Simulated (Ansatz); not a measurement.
Single points on BMe2F (C₂H₆BF).

```yaml
crystal:
  periodic: [false, false, false]
  atoms:
    - {symbol: B, position_ang: [-0.279166, -0.476957, -0.010926]}
    - {symbol: C, position_ang: [1.285422, -0.559740, -0.011839]}
    - {symbol: H, position_ang: [1.612497, -0.579232, 1.045677]}
    - {symbol: H, position_ang: [1.768558, 0.319550, -0.464582]}
    - {symbol: H, position_ang: [1.670623, -1.479507, -0.477837]}
    - {symbol: C, position_ang: [-1.112581, 0.849655, 0.018680]}
    - {symbol: H, position_ang: [-1.319069, 1.128595, -1.032668]}
    - {symbol: H, position_ang: [-0.573135, 1.699354, 0.463566]}
    - {symbol: H, position_ang: [-2.091968, 0.731296, 0.507325]}
    - {symbol: F, position_ang: [-0.961180, -1.633003, -0.037407]}
basis:
  gaussian: {orbitals: def2-TZVP, initial_orbitals: start.molden}
correlation: {method: mp2}
scf: {omitted_lower_state_checks: [starts]}
output: {orbitals: {seedname: orbitals}}
```

The file start.molden holds the orbitals of an earlier run on this structure, at another level or in another basis.

```sh
$ ansatz run in.yaml --threads 4 --pin off --events-out ev --progress --plain --max-ram 3916MiB
```

It prints (some lines left out):

```
Functional definition: HF
1095 factors; integrals over basis functions are off by at most 1.2e-3 eV
mean field evaluation 1: about -5537.3680 eV, gradient 2.3e1 eV
mean field evaluation 2: about -5537.9231 eV, gradient 6.6e-1 eV
mean field evaluation 4: about -5537.9252 eV, gradient 7.9e-2 eV
mean field evaluation 8: about -5537.9252 eV, gradient 1.5e-6 eV
mean field -5537.92520280 eV, -203.5149974624 hartree, gradient 1.5e-6 eV, S^2 0.000000; 0 other end points of the search recorded, 0 dependent functions left out
4 core orbitals not correlated: weight in the atoms' cores, before any rotation towards them, 1.000 or more for the frozen orbitals, at most 0.000 for the correlated occupied ones
reference -5537.92520280 eV, -203.5149974624 hartree; 12, 12 occupied and 144, 144 virtual orbitals, 1095 factors
second order -18.71037447 eV of doubles, -0.00000000 eV of singles
Total energy: -5556.63557727 eV, -204.2025910418 hartree
Checks for a lower state left out: starts
```

Hardware: 4 threads of Arm Neoverse V2 on a shared host. Wall time 0.65 s.

As the first input, with `hamiltonian: {xc: pbe}`, `correlation: {method: rpa}` and without the key `output` (abridged; 1.4 s):

```
Functional definition: PBE
mean field -5562.49900524 eV, -204.4180680454 hartree, gradient 1.1e-6 eV, S^2 0.000000
4 core orbitals not correlated: weight in the atoms' cores, before any rotation towards them, 1.000 or more for the frozen orbitals, at most 0.000 for the correlated occupied ones
Total energy: -5567.49403293 eV, -204.6016319272 hartree
Checks for a lower state left out: starts
```

First input, but with `gaussian: {orbitals: def2-SVP, initial_orbitals: start.molden}`, `hamiltonian: {xc: pbe0, dispersion: d4}` and without the key `correlation` (abridged; 0.45 s):

```
Functional definition: PBE0
mean field -5556.81832553 eV, -204.2093069166 hartree, gradient 5.6e-5 eV, S^2 0.000000
Total energy: -5556.92893307 eV, -204.2133716685 hartree
Checks for a lower state left out: starts
```

The first input with `hamiltonian: {xc: {name: PBE-QIDH}}` and without the key `correlation`, `output` (abridged; 1.4 s):

```
Functional definition: PBE-QIDH
mean field -5555.35150685 eV, -204.1554023241 hartree, gradient 1.3e-6 eV, S^2 0.000000
4 core orbitals not correlated: weight in the atoms' cores, before any rotation towards them, 1.000 or more for the frozen orbitals, at most 0.000 for the correlated occupied ones
second order -20.92808387 eV of doubles, -0.00000000 eV of singles
Total energy: -5562.32754627 eV, -204.4117670443 hartree
Checks for a lower state left out: starts
```

The first input with `hamiltonian: {xc: {name: wB97M-V}}` and without the key `correlation` (abridged; 2.9 s):

```
Functional definition: wB97M-V
mean field -5567.05143660 eV, -204.5853668121 hartree, gradient 1.2e-5 eV, S^2 0.000000
Total energy: -5567.05148426 eV, -204.5853685637 hartree
Checks for a lower state left out: starts
```

The first input with `hamiltonian: {xc: pbe0, dispersion: d4}`, `output: {forces: true, orbitals: {seedname: orbitals}}` and without the key `correlation` (abridged; 1.1 s):

```
Functional definition: PBE0
mean field -5563.16232147 eV, -204.4424444670 hartree, gradient 2.6e-5 eV, S^2 0.000000
Total energy: -5563.27293387 eV, -204.4465093978 hartree
Atom 0 force    -0.032016    -0.052140     0.001878 eV/Å
Atom 1 force     0.172738    -0.031718     0.049691 eV/Å
Atom 2 force    -0.065042     0.007254    -0.250131 eV/Å
Atom 3 force    -0.140757    -0.237936     0.106434 eV/Å
Atom 4 force    -0.106170     0.252519     0.111795 eV/Å
Atom 5 force    -0.115976     0.133897    -0.052611 eV/Å
Atom 6 force     0.045948    -0.051414     0.249755 eV/Å
Atom 7 force    -0.140102    -0.240786    -0.104622 eV/Å
Atom 8 force     0.268463     0.031918    -0.116668 eV/Å
Atom 9 force     0.112913     0.188406     0.004480 eV/Å
Dipole moment:     0.146020     0.249191     0.005662 e Å
Checks for a lower state left out: starts
```

First input, but with `gaussian: {orbitals: def2-TZVPD, initial_orbitals: start.molden}`, `hamiltonian: {xc: pbe, dispersion: d4}` and without the key `correlation` (abridged; 1.1 s):

```
Functional definition: PBE
mean field -5562.52254301 eV, -204.4189330422 hartree, gradient 2.5e-5 eV, S^2 0.000000
Total energy: -5562.65558465 eV, -204.4238222324 hartree
Checks for a lower state left out: starts
```

Geometry: r2SCAN-D4/def2-SVP.

Correlated methods freeze 4 core orbitals.
